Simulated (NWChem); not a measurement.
System meant: CdHSCl; SMILES [SH][Cd][Cl]

Here is an NWChem input.

```
start job
memory heap 200 mb stack 900 mb global 1100 mb
geometry units angstroms noautoz
  Cd     0.381528     0.071991    -0.001938
  Cl     0.123428    -2.200893     0.000142
  S      0.665540     2.390865    -0.003022
  H     -0.665305     2.630697    -0.036749
end
basis spherical
  * library def2-svp
end
dft
  xc pbe0
  iterations 150
  mulliken
end
task dft energy
```

End of the output:

```
             Northwest Computational Chemistry Package (NWChem) 7.3.0
             --------------------------------------------------------

 CS  symmetry detected

                             Geometry "geometry" -> ""
                             -------------------------

 Output coordinates in angstroms (scale by  1.889725989 to convert to a.u.)

  No.       Tag          Charge          X              Y              Z
 ---- ---------------- ---------- -------------- -------------- --------------
    1 Cd                  48.0000     0.01214210    -0.01121276     0.00000000
    2 Cl                  17.0000     0.00125067    -2.29867925     0.00000000
    3 S                   16.0000     0.04384172     2.32477433     0.00000000
    4 H                    1.0000    -1.30554956     2.41937075     0.00000000

 Effective nuclear repulsion energy (a.u.)     411.1447723676

      Symmetry information
      --------------------

 Group name             Cs
 Group number              2
 Group order               2
 No. of unique centers     4

                                 NWChem DFT Module
                                 -----------------

 Summary of "ao basis" -> "ao basis" (spherical)
 ------------------------------------------------------------------------------
       Tag                 Description            Shells   Functions and Types
 ---------------- ------------------------------  ------  ---------------------
 Cd                         def2-svp                11       31   5s3p2d1f
 Cl                         def2-svp                 8       18   4s3p1d
 S                          def2-svp                 8       18   4s3p1d
 H                          def2-svp                 3        5   2s1p

      Symmetry analysis of basis
      --------------------------

        a'         51
        a"         21

            General Information
            -------------------
          SCF calculation type: DFT
          Wavefunction type:  closed shell.
          No. of atoms     :     4
          No. of electrons :    82
           Alpha electrons :    41
            Beta electrons :    41
          Charge           :     0
          Spin multiplicity:     1
          Use of symmetry is: on ; symmetry adaption is: on
          Maximum number of iterations: 150
          AO basis - number of functions:    72
                     number of shells:    30
          Convergence on energy requested:  1.00D-06
          Convergence on density requested:  1.00D-05
          Convergence on gradient requested:  5.00D-04

              XC Information
              --------------
                         PBE0 Method XC Functional
                     Hartree-Fock (Exact) Exchange  0.250
          PerdewBurkeErnzerhof Exchange Functional  0.750
            Perdew 1991 LDA Correlation Functional  1.000 local
           PerdewBurkeErnz. Correlation Functional  1.000 non-local

             Grid Information
             ----------------
          Grid used for XC integration:  medium
          Radial quadrature: Mura-Knowles
          Angular quadrature: Lebedev.
          Tag              B.-S. Rad. Rad. Pts. Rad. Cut. Ang. Pts.
          ---              ---------- --------- --------- ---------
          Cd                  1.55      123           9.0       590
          Cl                  1.00       88          12.0       590
          S                   1.00       88          11.0       590
          H                   0.35       45          11.0       434
          Grid pruning is: on
          Number of quadrature shells:   344
          Spatial weights used:  Erf1

      Superposition of Atomic Density Guess
      -------------------------------------

 Sum of atomic energies:       -2065.38993094

      Non-variational initial energy
      ------------------------------

 Total energy =   -2069.845789
 1-e energy   =   -3676.464566
 2-e energy   =    1195.474005
 HOMO         =      -0.852681
 LUMO         =      -0.836557

      Symmetry analysis of molecular orbitals - initial
      -------------------------------------------------

  Numbering of irreducible representations:

     1 a'          2 a"

  Orbital symmetries:

     1 a'          2 a'          3 a'          4 a'          5 a'
     6 a'          7 a"          8 a'          9 a'         10 a"
    11 a'         12 a"         13 a'         14 a'         15 a'
    16 a"         17 a'         18 a"         19 a'         20 a"
    21 a'         22 a'         23 a'         24 a'         25 a"
    26 a'         27 a'         28 a"         29 a'         30 a'
    31 a"         32 a'         33 a'         34 a'         35 a"
    36 a'         37 a"         38 a'         39 a'         40 a'
    41 a"         42 a'         43 a'         44 a"         45 a'
    46 a'         47 a"         48 a'         49 a'         50 a'
    51 a'

     ---------------------------------------------
      Total Density - Mulliken Population Analysis
     ---------------------------------------------

    Atom       Charge   Shell Charges
 -----------   ------   -------------------------------------------------------
    1 Cd  48    55.38   2.00  2.01  2.03  2.59 -0.50  6.02  6.69 -0.17 10.03 10.68 14.00
    2 Cl  17    13.84   2.00  1.99  0.97  0.92  5.92  1.06  0.98  0.01
    3 S   16    12.46   2.00  1.99  0.89  0.82  5.91  0.63  0.26 -0.04
    4 H    1     0.32   0.30  0.00  0.01

[...]
```

Problem. Can this run be used? If not, why, and what is the fix?

Solution. The run ends normally but its numbers are meaningless: the def2 basis of a heavy element holds valence functions alone and wants its effective core potential (without it all electrons must fit into that basis). This input runs:
```
start job
memory heap 200 mb stack 900 mb global 1100 mb
geometry units angstroms noautoz
  Cd     0.381528     0.071991    -0.001938
  Cl     0.123428    -2.200893     0.000142
  S      0.665540     2.390865    -0.003022
  H     -0.665305     2.630697    -0.036749
end
basis spherical
  * library def2-svp
end
ecp
  Cd library def2-ecp
end
dft
  xc pbe0
  iterations 150
  mulliken
end
task dft energy
```
It converges to -1026.23219 Ha (PBE0/def2-SVP with def2 effective core potentials on Cd). The faulty run gave -2173.217 Ha, with all electrons squeezed into the valence basis.
